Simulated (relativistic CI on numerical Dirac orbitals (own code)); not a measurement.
# L2,3 absorption of copper in several valence states

Computed multiplet spectra 2p⁶3dⁿ → 2p⁵3dⁿ⁺¹ (Dirac-Coulomb-Breit ions, Slater integrals scaled by 0.8, an assumed crystal field that grows with the charge, no charge transfer; 300 K; Lorentzian 0.4 eV and Gaussian 0.3 eV FWHM at both edges, so that L2 comes out sharper than in experiment). Peaks over 5 % are given in eV from the highest peak in the L3 region of each spectrum (height, largest 100). S of the lowest state is read from ⟨S²⟩, and the branching ratio is the share of L3, cut at the minimum between the edges.

Field parameters in Wybourne normalisation: Oh B⁴₀ = 21Dq, B⁴₄ = √(5/14) B⁴₀. The field is a parameter set, without covalency.

- Cu²⁺ (d9, Oh, 10Dq = 14800 cm⁻¹): S = 0.50, branching ratio 0.73; peaks 0.0 (100), 20.1 (37)
- Cu³⁺ (d8, Oh, 10Dq = 19100 cm⁻¹): S = 1.00, branching ratio 0.73; peaks 0.0 (100), 2.5 (20), 20.3 (25), 21.6 (24)
- Cu⁴⁺ (d7, Oh, 10Dq = 23400 cm⁻¹): S = 1.44, high spin, branching ratio 0.83; peaks -5.1 (44), -3.8 (46), -1.6 (93), 0.0 (100), 1.9 (10), 2.6 (12), 3.5 (9), 18.9 (20), 19.9 (25), 21.0 (15), 21.5 (12), 22.6 (9)

The centroid of the whole edge, which also moves with the branching ratio, lies at 937.7 (Cu²⁺), 941.3 (Cu³⁺), 942.2 (Cu⁴⁺) eV in this ionic model, in steps of 0.9 to 3.6 eV. Compounds show about 1 to 2 eV a unit and lower energies for the high valences, since ligands screen the charge. The multiplet shape follows the d count and the spin state, and so serves as a fingerprint of valence. Real compounds of Cu⁴⁺ are mostly low spin, since covalency shrinks the Slater integrals more than this scale does.
